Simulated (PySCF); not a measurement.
Molecule: `C#C[C@H]1CCCC=N1`, C₇H₉N.

Bonds (- single, = double, # triple, : aromatic): C1#C2, C2-C3, C3-C4, C4-C5, C5-C6, C6-C7, C7=N8, N8-C3. C1 carries H9; C3 carries H10; C4 carries H11, H12; C5 carries H13, H14; C6 carries H15, H16; C7 carries H17. Stereochemistry as in C#C[C@H]1CCCC=N1. H11, H13, H16 are cis to C2 on the ring; H12, H14, H15 are trans to C2 on the ring.

Frames of a GFN2-xTB Langevin trajectory at 600 K; GIAO PBE0/pcSseg-1 shieldings in PySCF 2.14.0 with density-fitted response routines, gas phase, non-relativistic; equivalent atoms averaged within each frame.

Scale: ¹³C (186.93 ppm) and ¹H (31.72 ppm) against TMS; ¹⁵N (267.73 ppm) vs NH3 (reference shieldings calculated alike). The references are static minima.

**Question.** How do the shifts (ppm) fluctuate along the trajectory?

**Answer.** 
```csv
time (fs),C7,C2,C1,C3,C4,C6,C5,N8,H17,H10
250,174.7,90.4,75.2,52.8,35.3,32.9,24.3,386.1,8.76,6.12
425,173.2,102.2,89.1,71.0,25.8,30.3,19.4,408.7,8.09,6.06
625,166.3,89.8,83.1,43.4,28.2,26.0,20.8,393.0,8.27,1.43
800,165.7,94.8,86.3,55.8,31.1,29.9,30.4,381.9,8.21,8.05
1000,181.6,91.8,91.1,58.6,21.1,35.5,28.0,382.9,9.32,6.85
mean of frames,172.3,93.8,84.9,56.3,28.3,30.9,24.6,390.5,8.53,5.70
standard deviation,6.6,5.1,6.2,10.0,5.4,3.6,4.7,11.0,0.51,2.52
```

5 frames give an uncertainty of the mean of about the standard deviation over 2.2 at best, since frames this close in time may not be independent; classical motion lacks zero-point vibration, and the reference would need the same averaging.
